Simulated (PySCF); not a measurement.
borazine (B₃H₆N₃), SMILES N1BNBNB1.

The structure is a stationary point at B3LYP-D3(BJ)/def2-SVP.

The numbers are results of PBE0/def2-TZVP run with PySCF, not measurements.

Symmetry labels are those of the subgroup C2v that the program uses (full group D3h).

Computed valence orbital energies around the gap with their symmetry:
| orbital | symmetry | energy (eV) |
|---|---|---|
| HOMO−7 | A1 | -12.37 |
| HOMO−6 | B1 | -12.37 |
| HOMO−5 | A1 | -10.95 |
| HOMO−4 | B2 | -10.52 |
| HOMO−3 | B1 | -9.14 |
| HOMO−2 | A1 | -9.14 |
| HOMO−1 | B2 | -8.14 |
| HOMO | A2 | -8.14 |
| LUMO | A2 | 0.33 |
| LUMO+1 | B2 | 0.33 |
| LUMO+2 | A1 | 0.90 |
| LUMO+3 | A1 | 1.55 |
